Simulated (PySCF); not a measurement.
C₂H₅F₃P₂Si.
SMILES: `FC(F)(F)/P=P/C[SiH3]`

Torsions of this conformer, `[F:1][C:2]([F:3])([F:4])/[P:5]=[P:6]/[CH2:7][SiH3:8]`: F1–C2–P5–P6 130°, P5–P6–C7–Si8 -91°.

The closed-shell ground state was solved at several levels (PySCF, density fitting, gas phase, non-relativistic). Isolated species at its PBE0-D3(BJ)/def2-SVP geometry (one conformer only).

```json
{"level": "KT2/pcSseg-1", "basis functions": "182", "HOMO (eV)": "-6.62", "LUMO (eV)": "-3.88", "gap (eV)": "2.74", "dipole (D)": "2.96"}
{"level": "PBE0/pcSseg-1", "basis functions": "182", "HOMO (eV)": "-7.72", "LUMO (eV)": "-3.17", "gap (eV)": "4.55", "dipole (D)": "3.18"}
```

Question: Estimate the row for CAM-B3LYP/def2-SVPD, a basis of 221 functions; the other rows only guide the guess.

Answer: HOMO -8.88 eV, LUMO -2.01 eV, gap 6.87 eV, dipole 3.44 D.

Question: Over all these levels, which gives the widest orbital gap and which the narrowest?

Answer: CAM-B3LYP/def2-SVPD (range-separated hybrid) has the widest, 6.87 eV, and KT2/pcSseg-1 (GGA) the narrowest, 2.74 eV. Functional and basis both differ between the two, so the spread mixes both effects.

Question: How far do the dipole and the HOMO energy spread over the levels?

Answer: The dipole runs from 2.96 to 3.44 D (mean 3.19 D) and the HOMO from -8.88 to -6.62 eV.
